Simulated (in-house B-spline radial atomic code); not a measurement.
The numbers below are computed, except where a source is named.
## Correlation energy from the adiabatic connection: −V exp(−r²/w²), V = 1.47, w = 13.6

Two electrons in a singlet, external potential −V exp(−r²/w²), V = 1.47, w = 13.6 (atomic units). Full CI in B-splines (partial waves to l = 8, correlation up to 0.6 % small) with the density held fixed gives W(λ) = <V_ee>_λ − U, and E_c is the integral of W(λ) − W(0) from 0 to 1.

| λ | W(λ) − W(0) (hartree) |
| --- | --- |
| 0 | 0.00000 |
| 0.02 | -0.00202 |
| 0.05 | -0.00489 |
| 0.12 | -0.01095 |
| 0.25 | -0.02023 |
| 0.4 | -0.02852 |
| 0.6 | -0.03681 |
| 0.8 | -0.04299 |
| 1 | -0.04778 |

Integrate the table by the trapezoid rule.

The strips give -0.00002, -0.00010, -0.00055, -0.00203, -0.00366, -0.00653, -0.00798, -0.00908, which sum to -0.02995 hartree. The direct value, W(1) − W(0) + T_c with T_c = 0.01768, is -0.03010; the curve is convex, so chords lie above it and the trapezoids fall short in size by 0.49 %.

Now use only three numbers: W(0) = -0.23164, the initial slope W'(0) = -0.1028 (extrapolated from the first points) and the strong-coupling limit of the point-charge-plus-continuum model, W∞ = -0.31521. What do second-order theory and the interpolation W(λ) = W∞ + (W(0) − W∞)/√(1 + 2χλ) of Seidl, Perdew and Levy give?

Second order keeps the slope alone: E_c = W'(0)/2 = -0.05140, +71 % in size against -0.03010. Matching the slope fixes χ = W'(0)/(W∞ − W(0)) = -0.1028/(-0.08357) = 1.23011. Integrating, with s = √(1 + 2χ) = 1.860165, E_c = −(W(0) − W∞)(s − 1)/(s + 1) = −0.08357 × 0.860165/2.860165 = -0.02513 hartree, -16.5 % in size against the full result. At λ = 1 the formula gives W − W(0) = -0.03864 against -0.04778. Part of the miss can come from the model's W∞.
